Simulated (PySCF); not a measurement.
**C₆ coefficients of unlike pairs at r2SCANh**

Calculated with PySCF 2.14 from the dipole response of each species, C₆(A,B) = (3/π) ∫ α_A(iu) α_B(iu) du, in atomic units, from isotropic polarisabilities. For ions this is the dispersion term alone; charge-induced terms of lower order in 1/R come first.

| species | configuration | basis | relativity | α (bohr³) | C₆ (like pair) |
| --- | --- | --- | --- | --- | --- |
| Sc⁺ | [Ar] 3d1 4s1 (3D) | aug-cc-pVTZ-DK (8s7p5d3f2g) | spin-free X2C | 61.65 | 436.7 |
| Zr²⁺ | [Kr] 4d2 (3F) | aug-cc-pwCVDZ-PP with ECP28MDF (6s6p5d3f) | core potential | 12.32 | 61.65 |
| As | [Ar] 3d10 4s2 4p3 (4S) | x2c-QZVPPall with one added diffuse shell each of s, p, d, f type (12s9p6d5f1g) | spin-free X2C | 31.35 | 275.9 |
| Si⁺ | [Ne] 3s2 3p1 (2P) | aug-cc-pV(Q+d)Z with one added diffuse shell each of s, p, d, f, g type (8s7p6d4f3g) | none | 19.10 | 104.2 |

Problem. Estimate C₆ for Si⁺ with Sc⁺.

Solution. The integral gives 198.0. The combination rule 2 C_A C_B / (C_A α_B/α_A + C_B α_A/α_B) gives 192.9 and the geometric mean 213.3.

No spin-orbit coupling is included.

The other pairs:

```csv
pair,C₆
"As, Zr²⁺",126.4
"Si⁺, Zr²⁺",77.03
"As, Sc⁺",322.3
"Zr²⁺, Sc⁺",139.7
"Si⁺, As",169.4
```
